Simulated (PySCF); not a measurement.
Geometry:
| atom | x (Å) | y (Å) | z (Å) |
| --- | --- | --- | --- |
| N1 | 3.364 | 0.068 | 0.077 |
| C2 | 2.280 | -0.281 | -0.059 |
| C3 | 0.971 | -0.695 | -0.202 |
| N4 | 0.117 | -1.402 | -0.800 |
| C5 | -0.404 | -0.561 | 0.298 |
| C6 | -1.205 | 0.670 | -0.061 |
| F7 | -1.221 | 1.542 | 0.961 |
| F8 | -2.480 | 0.387 | -0.341 |
| F9 | -0.695 | 1.315 | -1.116 |
| H10 | -0.718 | -1.037 | 1.220 |

[PySCF 2.14: coordinates at the GFN2-xTB level; shielding tensors at PBE0/pcSseg-1 (GIAO); isolated molecule; relativity neglected; one averaged value for each set of equivalent atoms; one conformer]

Question: List the cross peaks expected in HSQC, COSY and HMBC spectra.

Answer: 

HSQC (one-bond C–H):
```csv
δH,δC
2.49 (H10),36.7 (C5)
```

HMBC (two and three bonds, from the bond graph):
```csv
δH,δC
2.49 (H10),"164.9 (C3), 132.1 (C6), 111.5 (C2)"
```

No COSY cross peaks are expected.

δ = σ(ref) − σ, references computed at the same level: 1H (σ = 31.72 ppm) and 13C (σ = 186.93 ppm) vs TMS.

Shifts are as computed. Against solution values, carbons near 30 ppm lie about +3 ppm off and those near 130 ppm about +5 ppm. Of 1211 compounds with measured shifts, 218 miss one by over three times the rms of a fit or turn the order of signals round; such compounds aren't used in these exercises.
